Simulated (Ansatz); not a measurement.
Start from `CC1=C(Cl)[SiH2]1` and change one atom or group to get `FC1=C(Cl)[SiH2]1`.

Ansatz, PBE0-D4/def2-TZVP geometries, multiplicity 1. 

```json
{"property": "LUMO energy (ωB97M-V/def2-TZVPP) / eV", "`CC1=C(Cl)[SiH2]1`": "1.36"}
{"property": "HOMO energy (PBE/def2-TZVPP) / eV", "`CC1=C(Cl)[SiH2]1`": "-6.36"}
{"property": "size of the dipole moment (PBE/def2-TZVPP) / D", "`CC1=C(Cl)[SiH2]1`": "1.64"}
{"property": "size of the dipole moment (B3LYP/def2-TZVPP) / D", "`CC1=C(Cl)[SiH2]1`": "1.72"}
{"property": "size of the dipole moment (ωB97M-V/def2-TZVPP) / D", "`CC1=C(Cl)[SiH2]1`": "1.71"}
{"property": "HOMO–LUMO gap (ωB97M-V/def2-TZVPP) / eV", "`CC1=C(Cl)[SiH2]1`": "10.94"}
```

(1) What does the change do to each property? (Best estimate.)

Results:

(1) Computed: 
```tsv
property	`FC1=C(Cl)[SiH2]1`	shift
LUMO energy (ωB97M-V/def2-TZVPP) / eV	1.00	-0.36
HOMO energy (PBE/def2-TZVPP) / eV	-6.56	-0.20
size of the dipole moment (PBE/def2-TZVPP) / D	1.44	-0.20
size of the dipole moment (B3LYP/def2-TZVPP) / D	1.74	0.02
size of the dipole moment (ωB97M-V/def2-TZVPP) / D	1.77	0.06
HOMO–LUMO gap (ωB97M-V/def2-TZVPP) / eV	10.86	-0.08
```

With PBE0 the HOMO falls by 0.27 eV and the LUMO falls by 0.40 eV, so the gap narrows by about 0.13 eV. PBE moves the HOMO by -0.20 eV and ωB97M-V by -0.27 eV. The zero-point energy changes by -92.3 kJ/mol with -9 modes. Dipoles are sizes alone; their direction can turn.

Positive LUMOs are unbound, so they and the gaps depend on the basis.

B3LYP here is the variant with VWN-RPA as its local correlation; programs differ in this.
